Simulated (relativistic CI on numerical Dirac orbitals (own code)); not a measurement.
## Gd59+: sensitivity of the levels to the model

Base calculation: Dirac-Coulomb-Breit CI, orbitals from a KLI potential per configuration, QED by a radiative potential, unscaled Slater integrals.

Configurations in the expansion (outside the closed core 1s2): 2s2 2p, 2s 2p2, 2p3, 2p2 3s, 2p2 3p, 2p2 3d, 2s2 3s, 2s2 3p, 2s2 3d, 2s 2p 3s, 2s 2p 3p, 2s 2p 3d, 2s2 4s, 2s2 4p, 2s2 4d, 2s2 4f. Levels of other configurations are missing.

The lowest level and the first level of each name with at least 55 % of one term (blank where a level has no safe partner in the second run):

| Level | Base (eV) | Shift (eV) |
| --- | --- | --- |
| 2s2 2p 2P°_1/2 | 0.00 | 0.00 |
| 2s2 2p 2P°_3/2 | 760.11 | -760.11 |
| 2s 2p2 4P_3/2 | 908.59 | -805.72 |
| 2s 2p2 2D_5/2 | 945.94 |  |
| 2s 2p2 2P_1/2 | 1006.51 |  |
| 2s 2p2 2D_3/2 | 1008.24 | -820.44 |
| 2s 2p2 4P_5/2 | 1687.01 |  |
| 2s 2p2 2S_1/2 | 1778.63 |  |
| 2s 2p2 2P_3/2 | 1779.67 | -1527.24 |
| 2p3 4S°_3/2 | 1951.42 |  |
| 2p3 2D°_5/2 | 1973.71 | -1594.90 |
| 2p3 2P°_1/2 | 2021.48 | -1595.19 |
| 2s2 3s 2S_1/2 | 7601.20 | -574.74 |
| 2s2 3p 2P°_1/2 | 7673.27 | -588.79 |
| 2s 2p 3s 4P°_1/2 | 7743.93 | -607.53 |
| 2s 2p 3s 4P°_3/2 | 7767.50 | -631.09 |
| 2s 2p 3s 2P°_1/2 | 7793.54 | -627.81 |
| 2s 2p 3p 4D_1/2 | 7804.58 |  |
| 2s2 3p 2P°_3/2 | 7898.98 | -814.50 |
| 2s2 3d 2D_3/2 | 7949.35 | -807.97 |
| 2s2 3d 2D_5/2 | 8010.52 | -869.15 |
| 2s 2p 3d 4F°_3/2 | 8078.79 | -844.13 |

At this charge energies of transitions that change n are usually good to better than 1 %, and those within a shell (Δn = 0) to a few per cent.

(1) One thing was changed in a second run, which moved the levels as shown. Which?
A. configuration mixing switched off
B. QED terms removed
C. Breit term removed
D. non-relativistic limit

## Answers

(1) D. Non-relativistic limit. Without relativity the fine structure collapses and s electrons lose their extra binding.

LS names give the leading component of a level, which can be under half, so a name can repeat, a term be missing and a line seem to break the LS rules.
